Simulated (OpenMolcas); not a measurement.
**5d ions of charge +0 along the row**

```
Program             : OpenMolcas
Method              : SS-CASPT2, IPEA 0.25 Eh, imaginary shift 0.1 Eh
Basis               : ANO-R2
Scalar Hamiltonian  : X2C, finite nucleus
Spin-orbit coupling : RASSI with atomic mean-field integrals over the reference wave functions, term energies averaged over their components
```

Active space: the 5d shell under a closed s shell; CASPT2 also correlates the outermost closed s and p core shells.

B and C come from two terms' centres of gravity (d2, d8: 3P = 15B, 1G = 12B + 2C; d3, d7: 4P = 15B, 2G = 4B + 3C; d4, d6: 3G = 9B + 4C, 3H = 4B + 4C; d5: 4D = 17B + 5C, 4G = 10B + 5C, above the ground term), where all their levels are at least 80 % pure. ζ = ±2S·A comes from the whole width of the ground multiplet by E(J) = (A/2) J(J+1), where its levels are at least 85 % pure. Energies in cm-1.

```
Ion  Configuration  Lowest level  Weight (%)    B  B measured     C  C measured     ζ  ζ measured
 Hf        5d² 6s²           ³F₂          90  470         337  1577        1874  1541        1305
 Ta        5d³ 6s²        ⁴F_3/2          89                                                     
  W        5d⁴ 6s²           ⁵D₀          71                                                     
 Re        5d⁵ 6s²        ⁶S_5/2          90                                                     
 Os        5d⁶ 6s²           ⁵D₄          85                                                     
 Ir        5d⁷ 6s²        ⁴F_9/2          85
```

Measured columns use the levels in NIST Handbook of Basic Atomic Spectroscopic Data (Hf).

Term energies are means over components that CASPT2 splits; among the low terms the widest spread is 1500 cm-1 (5d⁷ 6s² ²H, Ir). Over all roots computed the reference weight is 0.85 to 0.91 in Hf, 0.83 to 0.89 in Os; the roots of lowest weight are the least certain, and an intruder state may touch them. With the s shell closed, the reference lacks s² → p², s² → d² and s → d mixing, so excited terms can stand far too high and out of order, with CASPT2 too. The CASPT2 spread within a term exceeds the gap to the next term for 5d³ 6s² ²P and 5d³ 6s² ²H, so the order of their levels is uncertain (figures for Ta; the like holds for W, Re, Ir). Some levels mix across a computed gap that differs much from the measured one, so their mixing is not that of the real levels (holds for Hf; Os; Ir). Some terms miss by over 15 % even with CASPT2, which points to a basis or an active space too small for the shells correlated (holds for Hf; Ta; W; Os). Some high roots are left out of the spin-orbit mixing, which shifts the levels that they would mix with (holds for W; Re; Os). Computed and measured levels are paired by configuration, term and J; levels that our copy of the source lacks, or whose pairing is in doubt (as where it misses far off the trend of its configuration), stay unpaired and out of the deviations. Only configurations of the active space appear.
